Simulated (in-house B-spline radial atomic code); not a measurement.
# Co²⁺: [Ar] 3d7

Level of theory: Dirac-Kohn-Sham PBE, spherical fractional occupations, Fermi nucleus of rms radius 3.7875 fm; calculated with an all-electron radial atomic-structure program (B-spline basis).

Screening seen three ways: the hydrogenic charge with the same mean radius, Z_r = [3n² - l(l+1)]/(2<r>), the one with the same energy, Z_e = n√(-2ε), and Slater's rules. Values are occupation-weighted means over j.

```
shell  electrons   ε (eV)  <r> (bohr)    Z_r    Z_e  Slater
   1s          2  -7610.6     0.05619  26.70  23.65   26.70
   2s          2  -917.51      0.2552  23.51  16.42   22.85
   2p          6  -788.56      0.2249  22.23  15.23   22.85
   3s          2  -121.45      0.7743  17.44   8.96   15.75
   3p          6  -84.723      0.8164  15.31   7.49   15.75
   3d          7  -27.063       1.022  10.28   4.23    6.90
```

The least bound orbital is 3d5/2 at -26.98 eV, and it is also the most diffuse (<r> = 1.024 bohr).

Spin-orbit splittings of the orbital energies (j = l + 1/2 above j = l - 1/2 when positive): 2p 14.83 eV, 3p 1.847 eV, 3d 0.1981 eV.

For the 1s electron the small component carries 0.945 % of the norm, the zero-frequency Breit interaction raises the level by 9.424 eV, self-energy by 4.699 eV, and vacuum polarisation lowers it by 0.4092 eV.
